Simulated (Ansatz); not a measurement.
Z-matrix (Å, degrees):
```
B
P 1 1.835
H 1 1.207 2 102.9
H 1 1.207 2 102.9 3 -120.0
H 1 1.207 2 102.9 3 120.0
F 2 1.542 1 117.7 3 60.0
F 2 1.542 1 117.7 3 180.0
F 2 1.542 1 117.7 3 -60.0
```

Charge 0, multiplicity 1.

(1) List the ωB97M-V/def2-TZVPP orbital energies in eV (the Gaussian-basis code of Ansatz). (An estimate is asked.)

Results:

(1) Ansatz gave: Occupied: -2110.89, -679.80, -679.80, -679.80, -187.88, -186.65, -136.57, -136.57, -136.40, -39.82, -38.37, -38.37, -23.05, -19.73, -19.63, -19.63, -17.63, -17.63, -17.16, -16.53, -16.53, -16.04, -12.30, -12.03, -12.03. Lowest empty: 2.27, 2.27, 2.34, 3.59, 3.99, 3.99, 4.51, 5.83.
